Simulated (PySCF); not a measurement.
This PySCF input asks for the NMR shieldings of SMILES BOB(C#C[SiH3])COC, C4H10B2O2Si; the geometry comes from GFN2-xTB.

```python
import basis_set_exchange as bse
import numpy as np
from pyscf import gto, dft
from pyscf.prop import nmr

atoms = """
B    -0.260896   -3.051037   -0.074782
O    -0.249565   -1.758525    0.001837
B    -0.161900   -0.466326    0.096354
C    -1.393246    0.433468   -0.025442
C    -2.368702    1.146466   -0.116607
Si   -3.869238    2.219367   -0.240400
C     1.265576    0.246928    0.359556
O     2.316907   -0.703105    0.406963
C     3.569905   -0.122286    0.644424
H    -0.432126   -3.689644    0.903128
H    -0.123770   -3.572525   -1.124696
H    -4.500771    2.269367    1.081357
H    -4.778702    1.630429   -1.227180
H    -3.452582    3.559756   -0.662303
H     1.233785    0.812696    1.306641
H     1.471686    0.990366   -0.429016
H     3.838802    0.588722   -0.148469
H     3.588889    0.408307    1.605856
H     4.296144   -0.933172    0.665645
"""
names = dict.fromkeys(["B", "O", "C", "Si", "H"], "pcSseg-1")
basis = {el: gto.basis.parse(bse.get_basis(n, elements=[el], fmt="nwchem")) for el, n in names.items()}
mol = gto.M(atom=atoms, basis=basis, charge=0, verbose=0)
mf = dft.RKS(mol, xc="PBE0")
mf.grids.level = 2
mf.grids.alignment = dft.numint.BLKSIZE   # the property module wants whole blocks of grid points
mf.conv_tol = 1e-9
mf.kernel()

calc = nmr.RKS(mf)   # GIAO
C = mf.mo_coeff
Co = C[:, mf.mo_occ > 0]
resp = mf.gen_response(singlet=True, hermi=2)
def vind(x):   # induced exchange potential for any number of trial vectors
    d = np.einsum("pi,xij,qj->xpq", C, 2 * x.reshape(-1, C.shape[1], Co.shape[1]), Co, optimize=True)
    return np.einsum("xpq,pi,qj->xij", resp(d - d.transpose(0, 2, 1)), C, Co, optimize=True).ravel()
mo1, _ = nmr.rhf.solve_mo1(calc, with_cphf=vind)
sigma = calc.kernel(mo1)
for i, s in enumerate(sigma):   # ppm
    print("%2d %-2s %9.2f" % (i, mol.atom_pure_symbol(i), np.trace(s) / 3))
```

Task: Give the expected output.

Result: 
```
 0 B      59.99
 1 O      28.23
 2 B      69.96
 3 C      65.44
 4 C      74.23
 5 Si    448.03
 6 C     113.47
 7 O     328.14
 8 C     123.44
 9 H      26.33
10 H      26.32
11 H      27.44
12 H      27.46
13 H      27.47
14 H      28.30
15 H      28.27
16 H      28.46
17 H      28.48
18 H      27.83
```

These numbers come from an equivalent density-fitted implementation of the same equations, which agrees with the script to about 0.01 ppm for H and up to a few tenths of a ppm for heavy atoms, so last digits may differ.

Size and cost of the density-fitted run: 210 basis functions, 43 s wall time on 1 thread of an Arm Neoverse V1, shared host; peak memory 0.93 GiB.
